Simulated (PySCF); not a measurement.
water (H₂O), singlet, at a GFN2-xTB geometry. Base run: DF-SVWN5/cc-pVDZ in PySCF.

Here is a job for PySCF.
```python
from pyscf import gto, scf, dft

mol = gto.M(
    atom='''
O     0.00956971    0.00206403    0.11338892
H    -0.05579359    0.76362201   -0.46612807
H    -0.02076411   -0.78013425   -0.44098332
''',
    basis='cc-pvdz',
    verbose=3,
)

mf = dft.RKS(mol)
mf.xc = 'lda,vwn'
mf = mf.density_fit(auxbasis='def2-universal-jkfit')
mf.kernel()
```

Variants of this job, named by their change:

```csv
change,basis functions,E (Eh),HOMO (eV),HOMO-LUMO gap (eV),dipole (D)
base,24,-75.85449,-6.18,7.08,1.91
basis = STO-3G,7,-74.73144,-1.51,9.99,1.71
basis = 3-21G,13,-75.40780,-5.14,7.19,2.28
basis = 6-31G,13,-75.81869,-6.24,7.16,2.49
basis = 6-31G*,18,-75.84091,-6.24,7.47,2.08
basis = 6-31G**,24,-75.85161,-6.25,7.52,2.02
basis = 6-311G**,30,-75.88380,-6.56,6.91,2.07
basis = def2-TZVP,43,-75.90089,-7.13,7.06,2.07
basis = pc-2,58,-75.90655,-7.27,6.93,1.98
basis = cc-pVTZ,58,-75.89834,-6.90,7.11,1.90
basis = pcseg-2,58,-75.90478,-7.27,6.85,1.98
basis = def2-TZVPP,59,-75.90466,-7.14,7.09,1.93
basis = aug-cc-pVTZ,92,-75.90541,-7.38,6.48,1.82
```

Totals compare only among sets that treat the same electrons; sets with core potentials leave the core out.
